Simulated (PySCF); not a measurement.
Constitutional and geometric isomers with formula C3H3F. Isolated molecules, 0 K electronic values unless said otherwise. Strings in code marks are SMILES.

Quantity: vertical ionisation energy (energy after one electron is removed minus that of the parent at the parent's geometry), in eV.

Level 1: PBE0-D3(BJ)/def2-TZVP (PySCF)
Level 2: minus the HOMO energy of HF/STO-3G // PBE0-D3(BJ)/def2-TZVP (PySCF)
Level 3: minus the HOMO energy of ωB97X-D3(BJ)/def2-TZVP // PBE0-D3(BJ)/def2-TZVP (PySCF)
Level 4: HF/6-31G* // PBE0-D3(BJ)/def2-TZVP (PySCF)

| species | level 1 | level 2 | level 3 | level 4 |
|---|---|---|---|---|
| `C#CCF` | 10.68 | (withheld) | 10.67 | 9.48 |
| `FC1=CC1` | 9.77 | (withheld) | (withheld) | (withheld) |
| `C=C=CF` | 9.84 | 8.05 | 9.91 | 8.66 |
| `CC#CF` | 10.17 | 8.40 | 10.10 | 9.18 |

Q: Some entries are withheld; supply them.

A: 
- `C#CCF`, level 2: 9.20
- `FC1=CC1`, level 2: 8.07
- `FC1=CC1`, level 3: 9.72
- `FC1=CC1`, level 4: 8.72
